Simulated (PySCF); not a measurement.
Nb (niobium, neutral) across methods

[Kr] 4d5, high-spin 6S determinant (an excited configuration). All numbers are calculated (PySCF 2.14, the spin-free X2C one-electron Hamiltonian (Gaussian nucleus), in ANO-RCC-VTZP (7s6p4d2f1g, 68 functions)).

| method | E (hartree) | mean ε 4p α (eV) | mean ε 4p β (eV) | mean ε 4d α (eV) | Σ⟨r²⟩ (bohr²) | ⟨S²⟩ |
| --- | --- | --- | --- | --- | --- | --- |
| UHF | -3817.06607 | -43.830 | -37.492 | -5.790 | 52.73 | 8.755 |
| B3LYP | -3819.24 | -35.352 | -32.438 | -3.085 | 55.30 | 8.751 |
| M06-L | -3819.05 | -33.933 | -30.479 | -1.887 | 53.48 | 8.751 |
| PBE0 | -3818.89 | -35.881 | -32.550 | -3.327 | 54.25 | 8.751 |
| LDA | -3814.60 | -33.272 | -31.066 | -2.617 | 56.21 | 8.750 |
| M06-2X | -3819.44 | -38.070 | -34.787 | -4.281 | 53.64 | 8.751 |
| PBE | -3818.82 | -33.073 | -30.648 | -2.437 | 55.68 | 8.751 |
| r2SCAN | -3819.19 | -34.125 | -31.014 | -2.429 | 54.60 | 8.752 |
